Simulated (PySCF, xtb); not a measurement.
C₃H₈NO, SMILES C[NH+](C)C=O, charge +1. One conformer was computed; it need not be the lowest.

Harmonic wavenumbers (cm⁻¹) from GFN2-xTB (xtb) at its own minimum, in rising order: 71, 177, 223, 278, 344, 404, 629, 743, 900, 931, 996, 1025, 1091, 1123, 1182, 1226, 1251, 1291, 1405, 1417, 1434, 1438, 1450, 1455, 1886, 2901, 3049, 3051, 3054, 3057, 3062, 3067, 3174.

Q: What does PySCF 2.14.0 with PBE0-D3(BJ)/def2-SVP give at its own minimum? (The exact figures need the calculation; the answer reports its results.)

A: 78, 193, 234, 302, 358, 418, 635, 784, 891, 971, 1031, 1046, 1163, 1173, 1241, 1344, 1362, 1396, 1422, 1452, 1456, 1465, 1481, 1482, 1981, 3086, 3091, 3104, 3213, 3221, 3231, 3232, 3428. Paired by order, the mean absolute difference is 67 cm⁻¹ and the zero-point energies are 69.7 and 72.9 kcal/mol.
